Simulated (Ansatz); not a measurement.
Relaxation of CH7BF2Si (12 atoms, charge 0, multiplicity 1), to a largest force component of 0.03 eV/Å in at most 50 steps.

Theory: Ansatz 0.2.0, RKS BHLYP-D4/6-31G*.

```xyz
12
Properties=species:S:1:pos:R:3
B -1.117 -0.747 -0.338
C 1.140 0.931 -1.078
F -0.660 -1.711 -1.110
F -1.983 0.075 -0.891
H 1.023 0.953 -0.005
Si -0.587 -0.592 1.559
H 0.228 1.274 -1.556
H 1.371 -0.077 -1.405
H 1.957 1.593 -1.352
H 0.781 -1.110 1.758
H -1.508 -1.397 2.394
H -0.645 0.808 2.023
```

Where does it end, and by what steps?

It converged. After 11 steps the energy has fallen by 0.087 eV; H5 moved furthest, 0.64 Å.

```csv
step,energy less start (eV),largest force component (eV/Å),accepted
0,0.0000,0.861,yes
1,-0.0601,0.505,yes
2,-0.0650,0.458,yes
3,-0.0787,0.353,yes
4,-0.0816,0.174,yes
5,-0.0849,0.103,yes
6,-0.0853,0.195,yes
7,-0.0862,0.114,yes
8,-0.0869,0.043,yes
9,-0.0869,0.056,yes
10,-0.0845,0.162,no
11,-0.0873,0.021,yes
```

```xyz
12
Properties=species:S:1:pos:R:3
B -1.196 -0.861 -0.327
C 1.278 1.063 -1.136
F -0.713 -1.828 -1.075
F -2.037 -0.034 -0.909
H 1.577 1.248 -0.109
Si -0.699 -0.678 1.631
H 0.263 1.415 -1.290
H 1.337 0.001 -1.350
H 1.945 1.598 -1.805
H 0.665 -1.192 1.868
H -1.648 -1.466 2.445
H -0.773 0.734 2.056
```

Whether the end is a true minimum wasn't checked by a vibrational analysis.

Run time: 36 s on 2 threads of Arm Neoverse V1 (shared host), peak memory 0.2 GiB.
